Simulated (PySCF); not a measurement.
**Predicted spectroscopic data**

Averaged over atoms made equivalent by symmetry, fast rotation or ring inversion, single conformer, in vacuum, relativity neglected. PBE0-D3(BJ)/def2-SVP geometry; J couplings at B3LYP/pcJ-1; σ from GIAO-PBE0/pcSseg-1; PySCF 2.14.0 with density-fitted response routines.

Referencing at the same level of theory: 1H (σref 31.27), 13C (σref 184.41) vs TMS. Multiplet labels drop J under 1 Hz and among equivalent protons, and merge close values. Unscaled 3J(H,H) run several per cent high. Where no couplings were computed, multiplicities follow the n + 1 count of equivalent neighbours, and m marks all less simple cases (inequivalent or close neighbours, rings, F or P nearby). One-bond C–F couplings are unscaled and too large by tens of Hz. Shifts are as computed. Against solution values, carbons near 30 ppm lie about +2 ppm off and those near 130 ppm about +5 ppm (rms about the fit 1.9 ppm; single classes can miss by 10 ppm). Of 1328 compounds with measured shifts, 309 miss one by over three times the rms of a fit or turn the order of signals round; such compounds aren't used in these exercises. Signals without a measured value on file couldn't be tested in this way; 1H shifts scatter by 0.2 ppm about their fit, and single ones miss by 0.5 ppm.

**1.** `COC(F)F`, C₂H₄F₂O. 1H NMR (500 MHz, computed): δ 5.66 (t, J = 87.4 Hz, 1H), 3.46 (s, 3H). 13C{1H} NMR (computed): δ 122.5 (CH, t, J = 319.7 Hz), 53.0 (CH3, t, J = 3.6 Hz).

**2.** `CCc1nnc(C)n1C`, C₆H₁₁N₃. 1H NMR (500 MHz, computed): δ 3.28 (s, 3H), 2.68 (q, 2H), 2.34 (s, 3H), 1.11 (t, 3H). 13C{1H} NMR (computed): δ 157.5 (C), 152.8 (C), 29.4 (CH3), 21.6 (CH2), 15.1 (CH3), 12.5 (CH3).
